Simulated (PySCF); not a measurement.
## Cost of excited-state runs on SMILES CC(C)c1ccc(Br)cc1, C₉H₁₁Br

Geometry (Å), atoms numbered from 1 in this order:
```xyz
21

C    -2.6369    1.0969   -0.2922
C    -1.9355   -0.1683   -0.7852
C    -2.6063   -1.4284   -0.2390
C    -0.4550   -0.1436   -0.4703
C     0.4977   -0.1536   -1.4930
C     1.8641   -0.1307   -1.2185
C     2.2902   -0.0971    0.1062
Br    4.1374   -0.0655    0.4964
C     1.3646   -0.0865    1.1489
C     0.0053   -0.1098    0.8523
H    -3.6974    1.0969   -0.5890
H    -2.1651    2.0017   -0.7035
H    -2.6002    1.1711    0.8065
H    -2.0252   -0.1926   -1.8847
H    -3.6664   -1.4662   -0.5346
H    -2.5679   -1.4556    0.8617
H    -2.1128   -2.3380   -0.6126
H     0.1655   -0.1799   -2.5347
H     2.5945   -0.1389   -2.0293
H     1.7079   -0.0601    2.1845
H    -0.7108   -0.1011    1.6783
```

PySCF with density fitting, on 1 thread of an Intel Xeon Platinum 8259CL, shared host. Command: `OMP_NUM_THREADS=1 python excited_run.py task.json out`

**Question.** How long does each of these runs take, and how much memory?
- first hyperpolarisability, CAM-B3LYP/def2-SVPD; writes grids
- excited states, CAM-B3LYP/def2-SVPD; Tamm-Dancoff; spin-orbit couplings; 6 states; 5 triplets; quadratic response for 4 states; IEF-PCM toluene
- excited states, CAM-B3LYP/def2-SVPD; Tamm-Dancoff; spin-orbit couplings; 6 states; 5 triplets; quadratic response for 4 states; writes grids
- excited states, CAM-B3LYP/def2-SVPD; two-photon moments; 8 states; quadratic response for 6 states; 0 triplets

**Answer.** 
| run | level | basis functions | wall time | peak memory (GiB) |
| --- | --- | --- | --- | --- |
| first hyperpolarisability | CAM-B3LYP/def2-SVPD | 309 | 3.9 min | 1.5 |
| excited states | CAM-B3LYP/def2-SVPD | 309 | 3.1 min | 1.6 |
| excited states | CAM-B3LYP/def2-SVPD | 309 | 4.5 min | 1.5 |
| excited states | CAM-B3LYP/def2-SVPD | 309 | 3.9 min | 1.5 |

Times from a shared host are rough.
